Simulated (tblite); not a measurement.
Compound: C7H11FGe.
Atom-mapped SMILES: `[CH2:1]=[CH:2][C:3](=[CH2:4])[C:5](=[CH2:6])[CH2:7][GeH2:8][F:9]` (hydrogens: H10, H11 on C1; H12 on C2; H13, H14 on C4; H15, H16 on C6; H17, H18 on C7; H19, H20 on Ge8)

Computed with GFN2-xTB (tblite), gas phase: L-BFGS steps from a force-field or distance-geometry start until the largest atomic force falls under 0.01 eV/Å.

Step 20: E = -740.4003 eV
```
atom  x, y, z in Å  |  force x, y, z in eV/Å
C1      1.5135   -1.6475    0.8031   -0.002   0.010  -0.009
C2      1.8366   -0.3609    0.7930   -0.011   0.002  -0.001
C3      1.0532    0.7031    0.1734   -0.008   0.008  -0.010
C4      1.2973    1.9814    0.4725    0.007  -0.011   0.001
C5      0.0011    0.3427   -0.8041   -0.011   0.031  -0.011
C6      0.2749   -0.3997   -1.8719    0.004   0.014   0.020
C7     -1.3860    0.8473   -0.5432   -0.010   0.000   0.009
Ge8    -2.4549   -0.5552    0.3844    0.039   0.015   0.008
F9     -1.7229   -0.8336    1.9508    0.018   0.024  -0.010
H10     2.1320   -2.3735    1.3028   -0.034  -0.015  -0.008
H11     0.6160   -2.0151    0.3303    0.018  -0.002  -0.003
H12     2.7284   -0.0282    1.3096   -0.010   0.010  -0.001
H13     2.0750    2.2549    1.1661   -0.016   0.005  -0.006
H14     0.7453    2.7949    0.0314    0.002  -0.019  -0.002
H15    -0.4848   -0.6371   -2.6009    0.022  -0.008   0.016
H16     1.2688   -0.7640   -2.0679   -0.011   0.003   0.000
H17    -1.3771    1.7402    0.0832    0.028  -0.036  -0.002
H18    -1.8893    1.0881   -1.4807    0.003  -0.008   0.021
H19    -3.8637   -0.1995    0.7922   -0.035   0.020   0.003
H20    -2.3685   -1.9276   -0.2272    0.007  -0.042  -0.016
```

Step 21: E = -740.4007 eV
```
atom  x, y, z in Å  |  force x, y, z in eV/Å
C1      1.5123   -1.6465    0.8019   -0.004  -0.004  -0.007
C2      1.8363   -0.3605    0.7929   -0.010   0.003  -0.003
C3      1.0535    0.7029    0.1725   -0.014   0.012  -0.015
C4      1.2968    1.9811    0.4719    0.009   0.000   0.005
C5      0.0017    0.3428   -0.8049   -0.021   0.028  -0.011
C6      0.2759   -0.4006   -1.8719    0.005   0.013   0.009
C7     -1.3854    0.8477   -0.5422   -0.005   0.002  -0.001
Ge8    -2.4541   -0.5548    0.3830    0.029  -0.009   0.039
F9     -1.7204   -0.8295    1.9511    0.009   0.022  -0.027
H10     2.1286   -2.3737    1.3023   -0.026  -0.018  -0.004
H11     0.6156   -2.0132    0.3271    0.013  -0.003  -0.004
H12     2.7271   -0.0273    1.3105   -0.004   0.007   0.004
H13     2.0734    2.2544    1.1662   -0.007   0.009   0.001
H14     0.7449    2.7944    0.0310   -0.002  -0.013  -0.007
H15    -0.4817   -0.6399   -2.6024    0.012  -0.002   0.023
H16     1.2700   -0.7645   -2.0678   -0.009   0.006   0.007
H17    -1.3764    1.7384    0.0880    0.031  -0.043  -0.020
H18    -1.8899    1.0895   -1.4788    0.010   0.001   0.024
H19    -3.8635   -0.2006    0.7926   -0.026   0.021  -0.001
H20    -2.3697   -1.9293   -0.2262    0.011  -0.031  -0.012
```

Step 22: E = -740.4011 eV
```
atom  x, y, z in Å  |  force x, y, z in eV/Å
C1      1.5113   -1.6457    0.8007   -0.005  -0.014  -0.004
C2      1.8359   -0.3599    0.7928   -0.008   0.003  -0.005
C3      1.0536    0.7029    0.1715   -0.013   0.011  -0.012
C4      1.2964    1.9807    0.4713    0.006   0.012   0.006
C5      0.0018    0.3434   -0.8059   -0.018   0.016  -0.007
C6      0.2769   -0.4011   -1.8717    0.005   0.009  -0.004
C7     -1.3850    0.8479   -0.5413    0.000  -0.004  -0.007
Ge8    -2.4529   -0.5547    0.3826    0.004  -0.033   0.050
F9     -1.7176   -0.8253    1.9511    0.005   0.019  -0.032
H10     2.1249   -2.3743    1.3017   -0.016  -0.019   0.000
H11     0.6155   -2.0114    0.3241    0.004  -0.004  -0.009
H12     2.7258   -0.0265    1.3116   -0.004   0.005   0.006
H13     2.0718    2.2542    1.1663    0.004   0.012   0.008
H14     0.7446    2.7937    0.0304   -0.006  -0.004  -0.011
H15    -0.4787   -0.6427   -2.6034   -0.001   0.003   0.023
H16     1.2710   -0.7648   -2.0675   -0.003   0.009   0.013
H17    -1.3752    1.7360    0.0922    0.029  -0.034  -0.025
H18    -1.8906    1.0910   -1.4768    0.010   0.010   0.019
H19    -3.8640   -0.2012    0.7929   -0.007   0.018  -0.006
H20    -2.3707   -1.9315   -0.2257    0.014  -0.013  -0.003
```

Step 23: E = -740.4014 eV
```
atom  x, y, z in Å  |  force x, y, z in eV/Å
C1      1.5104   -1.6450    0.7995   -0.005  -0.016  -0.001
C2      1.8354   -0.3595    0.7927   -0.007   0.000  -0.005
C3      1.0534    0.7031    0.1704   -0.006   0.009  -0.003
C4      1.2962    1.9806    0.4708    0.002   0.018   0.005
C5      0.0016    0.3443   -0.8069   -0.005   0.001  -0.002
C6      0.2777   -0.4013   -1.8716    0.004   0.005  -0.012
C7     -1.3847    0.8478   -0.5409    0.002  -0.017  -0.006
Ge8    -2.4518   -0.5552    0.3832   -0.020  -0.043   0.037
F9     -1.7151   -0.8215    1.9509    0.007   0.013  -0.024
H10     2.1214   -2.3752    1.3013   -0.008  -0.017   0.004
H11     0.6154   -2.0100    0.3214   -0.005  -0.005  -0.014
H12     2.7248   -0.0260    1.3127   -0.008   0.004   0.003
H13     2.0705    2.2541    1.1666    0.011   0.014   0.011
H14     0.7441    2.7930    0.0297   -0.008   0.005  -0.013
H15    -0.4762   -0.6449   -2.6037   -0.015   0.004   0.018
H16     1.2718   -0.7649   -2.0669    0.006   0.010   0.016
H17    -1.3735    1.7334    0.0952    0.024  -0.015  -0.021
H18    -1.8909    1.0927   -1.4750    0.003   0.015   0.009
H19    -3.8646   -0.2013    0.7930    0.012   0.013  -0.010
H20    -2.3712   -1.9336   -0.2254    0.015   0.003   0.007
```

Task: Estimate the geometry and energy of step 24. (The exact step hangs on the optimiser's Hessian estimate; all steps are aligned on step 23, rigid shifts and turns removed.)

Result: E = -740.4016 eV, largest force 0.047 eV/Å
```
atom  x, y, z in Å  |  force x, y, z in eV/Å
C1      1.5096   -1.6447    0.7986   -0.005  -0.012   0.000
C2      1.8349   -0.3591    0.7924   -0.006  -0.004  -0.004
C3      1.0532    0.7036    0.1694    0.003   0.005   0.006
C4      1.2961    1.9809    0.4705   -0.002   0.017   0.003
C5      0.0015    0.3450   -0.8079    0.008  -0.012   0.004
C6      0.2785   -0.4013   -1.8717    0.002   0.002  -0.014
C7     -1.3846    0.8472   -0.5408    0.000  -0.028  -0.001
Ge8    -2.4513   -0.5564    0.3843   -0.031  -0.034   0.009
F9     -1.7131   -0.8183    1.9503    0.012   0.006  -0.007
H10     2.1185   -2.3762    1.3010   -0.003  -0.012   0.004
H11     0.6153   -2.0089    0.3190   -0.010  -0.006  -0.016
H12     2.7237   -0.0255    1.3137   -0.014   0.001   0.000
H13     2.0697    2.2544    1.1671    0.011   0.015   0.009
H14     0.7436    2.7927    0.0290   -0.007   0.010  -0.012
H15    -0.4745   -0.6467   -2.6037   -0.024   0.004   0.011
H16     1.2726   -0.7648   -2.0660    0.013   0.011   0.015
H17    -1.3715    1.7308    0.0972    0.017   0.001  -0.012
H18    -1.8911    1.0946   -1.4736   -0.003   0.015   0.000
H19    -3.8651   -0.2012    0.7931    0.023   0.008  -0.011
H20    -2.3713   -1.9354   -0.2249    0.016   0.011   0.015
```

The energy changes by -0.0002 eV. The first-order estimate −F·Δx gives -0.0003 eV and the mean of the old and new forces, exact on a quadratic surface, -0.0003 eV. The step makes an angle of 67° with the force vector and moves no atom by more than 0.004 Å.

The cost below is that of the whole relaxation. Hardware: an Intel Xeon at 2.50 GHz with one thread, shared host. Cost: 7.0 s wall, 4.1 s CPU.
